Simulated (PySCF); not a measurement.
Two structures of SiNH₅F₂, singlet, reached by relaxing down either side of one saddle point (PBE0-D4/def2-TZVP). Energies are electronic, without zero-point energy. PySCF 2.14 with density fitting (its default auxiliary sets; JK sets also for MP2 and CCSD(T)); basis: def2-TZVPP and def2-QZVPP; cores frozen in the correlated methods. Extrapolation: Hartree–Fock as exp(−7.88 √X), correlation as X^−2.97. First:

```xyz
9
angstrom
Si -0.3879 -1.0489 -0.4784
N 0.9501 -0.1172 -0.0506
F -0.0382 -2.4222 -1.1994
F -1.1323 -1.4719 0.8563
H -1.2806 -0.3030 -1.3768
H -0.4770 2.1487 0.9782
H -0.8842 2.7534 1.1435
H 1.5528 -0.3629 0.7176
H 1.4135 0.4709 -0.7228
```

Second:

| atom | x (Å) | y (Å) | z (Å) |
| --- | --- | --- | --- |
| Si1 | -0.9591 | -0.4036 | 0.5683 |
| N2 | 0.9243 | 0.6919 | -0.2691 |
| F3 | -0.0413 | -1.6680 | 0.1985 |
| F4 | -2.2603 | -1.1653 | 1.1467 |
| H5 | -1.5480 | 0.2966 | -0.5913 |
| H6 | 0.8449 | 1.7021 | -0.2431 |
| H7 | -0.5287 | 0.3459 | 1.7661 |
| H8 | 1.7423 | 0.4265 | 0.2674 |
| H9 | 1.0852 | 0.4135 | -1.2305 |

(1) Which bonds change from the first to the second?

(2) Give the saddle point's structure and its height above each. (An estimate is asked for; the value comes from the calculation.)

The T1 diagnostic stays at or below 0.012.

Answers

(1) SiNH₃F₂ ([NH2][SiH]([F])[F]) + H₂ → SiH₂F₂ ([F][SiH2][F]) + NH₃; bonds formed: Si1–H7, N2–H6; bonds broken: Si1–N2, H6–H7.

(2) The calculation gives: 50.85 kcal/mol above the first and 42.80 kcal/mol above the second (CCSD(T) at an estimated basis limit (MP2 extrapolated from triple and quadruple zeta, plus CCSD(T) − MP2 in triple zeta)).
```tsv
atom	x (Å)	y (Å)	z (Å)
Si1	-0.7042	-0.3106	-0.1120
N2	1.0619	0.2200	-0.0647
F3	-0.4842	-1.6619	-0.9816
F4	-1.2237	-0.9994	1.2295
H5	-1.5612	0.4156	-1.0645
H6	0.3835	1.1151	0.4362
H7	-0.6709	1.2176	0.8093
H8	1.6017	-0.2184	0.6744
H9	1.5969	0.2221	-0.9266
```

Labels in which every atom is bracketed show which atoms are joined, not bond orders.

For scale, one of the runs: CCSD(T)/def2-TZVPP, 205 basis functions, launched by `OMP_NUM_THREADS=4 python run.py`. Time: 8.1 min of wall clock on 4 CPU threads of an Arm Neoverse V2; the host was shared. Peak host memory: 3.1 GiB.
